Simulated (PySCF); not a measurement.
CH6N, SMILES [NH3+]C, charge +1.

The structure is a stationary point at ωB97X-D3(BJ)/def2-TZVP.

The numbers are results of ωB97X-D3(BJ)/def2-TZVP (PySCF), not measurements.

No scaling factor is applied to the harmonic values.

Modes within 1.5 cm⁻¹ of each other (mostly degenerate sets) share a row, with their intensities summed.

```tsv
mode	ν (cm⁻¹)	IR (km/mol)	Raman (Å⁴/amu)	depolarisation	moving atoms (share of kinetic energy)
1	292	0.0	0.0	–	H 100 %
2–3	916	45.7	0.0	–	H 95 %
4	960	7.7	7.9	0.20	C 47 %, N 38 %, H 15 %
5–6	1286	8.9	2.7	0.75	H 69 %, C 18 %, N 13 %
7	1474	3.0	0.6	0.69	H 86 %, C 13 %
8–9	1503	49.5	12.7	0.75	H 97 %
10	1537	118.1	1.2	0.68	H 85 %, N 15 %
11–12	1675	85.6	10.5	0.75	H 97 %
13	3111	0.0	105.0	0.01	H 98 %
14–15	3217	1.4	71.2	0.75	H 90 %, C 10 %
16	3434	50.1	71.3	0.00	H 98 %
17–18	3510	245.3	49.5	0.75	H 92 %, N 8 %
```
